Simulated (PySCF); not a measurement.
Dipole moment and polarisability of `CCC[C@@H](F)C(=O)Cl`

C5H8ClFO.
Geometry (GFN2-xTB, Å), atoms numbered from 1 in this order:
```
atom  x, y, z in Å
C1    -2.254    0.021   -0.174
C2    -0.767    0.099   -0.493
C3     0.064   -0.534    0.623
C4     1.566   -0.505    0.316
F5     1.836   -1.252   -0.799
C6     2.037    0.926    0.161
O7     2.034    1.734    1.031
Cl8    2.588    1.325   -1.448
H9    -2.568   -1.014   -0.063
H10   -2.470    0.548    0.752
H11   -2.838    0.473   -0.971
H12   -0.563   -0.420   -1.432
H13   -0.475    1.144   -0.615
H14   -0.098   -0.002    1.562
H15   -0.234   -1.576    0.755
H16    2.134   -0.958    1.142
```

Level: B3LYP/def2-SVPD (PySCF), static field, nuclei fixed, core orbitals frozen in the response. The polarisability tensor in these axes (au):

```
x   82.90  5.59 -5.53
y    5.59 72.86 -2.60
z   -5.53 -2.60 80.76
```

Problem. Give the principal values, the mean and the anisotropy Δα = √{½[(α1 − α2)² + (α2 − α3)² + (α1 − α3)²]}.

Solution. Principal values 70.36, 76.55 and 89.61 au; mean 78.84 au = 11.68 Å³ = 13.00 × 10⁻⁴⁰ C²·m²/J; Δα = 17.02 au (22 % of the mean).

Problem. What is the dipole moment, and where does it point?

Solution. (-1.61, -1.50, 0.73) D, 2.32 D in size, pointing from the negative to the positive side. Measured along this direction, the outermost atoms are Cl8 at the negative end and H9 at the positive end.

Problem. In a dilute gas of rigid molecules at 400 K, how does the orientational term μ²/3kT compare with the electronic polarisability?

Solution. In Gaussian units μ²/3kT = 32.43 Å³ against 11.68 Å³, a ratio of 2.78; the Debye molar polarisation (4π/3)N_A(α + μ²/3kT) is 111.3 cm³/mol, leaving out the vibrational part.

Problem. Rayleigh depolarisation ratio (linearly polarised light, static tensor)?

Solution. ρ = 3Δα²/(45ᾱ² + 4Δα²) = 869.4/(279704 + 1159.2) = 0.0031.

Problem. Along which axes do the principal values lie, and how far do the nuclei extend along each?

Solution. Largest value along (0.75, 0.34, -0.57), where the nuclei span 5.45 Å; middle along (0.53, 0.22, 0.82), 4.48 Å; least along (-0.40, 0.92, 0.02), 3.45 Å. The response follows the extents in order.

Problem. Find the Langevin capture rate constant for NO+ (29.998 u) meeting this molecule (138.025 u), k = 2.342 × 10⁻⁹ cm³/s × √(α in Å³ / reduced mass in u).

Solution. The reduced mass is 24.64 u, so k = 1.61 × 10⁻⁹ cm³/s. The formula leaves out the permanent dipole, which adds to the capture rate.

Problem. Molar refractivity from α?

Solution. Lorentz–Lorenz: R = (4π/3)N_A α = 2.5225 cm³/(mol·Å³) × 11.68 Å³ = 29.5 cm³/mol, in the limit of long wavelengths.

Geometry: GFN2-xTB, one conformer, isolated molecule.
